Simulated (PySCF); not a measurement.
Series: cyclic III–V and III–VI dimers. Isolated molecules, 0 K electronic values unless said otherwise. Strings in code marks are SMILES.

Level of theory: CAM-B3LYP-D3(BJ)/def2-TZVP // CAM-B3LYP-D3(BJ)/def2-SVP run with PySCF. 

```csv
species,dipole moment (D),S1 oscillator strength
`[BH2-]1[OH+][BH2-][OH+]1`,0.00,0.000
`[BH2-]1[SeH+][BH2-][SeH+]1`,…,0.000
`[AlH2-]1[SH+][AlH2-][SH+]1`,0.01,0.004
`[NH2+]1[GaH2-][NH2+][GaH2-]1`,0.01,0.000
`[GaH2-]1[SeH+][GaH2-][SeH+]1`,0.05,0.000
`[InH2-]1[SbH2+][InH2-][SbH2+]1`,…,0.000
`[SeH+]1[InH2-][SeH+][InH2-]1`,…,0.000
```

### Question
What belongs in the gaps?

### Answer

- `[BH2-]1[SeH+][BH2-][SeH+]1`, dipole moment (D): 0.03
- `[InH2-]1[SbH2+][InH2-][SbH2+]1`, dipole moment (D): 0.00
- `[SeH+]1[InH2-][SeH+][InH2-]1`, dipole moment (D): 1.05
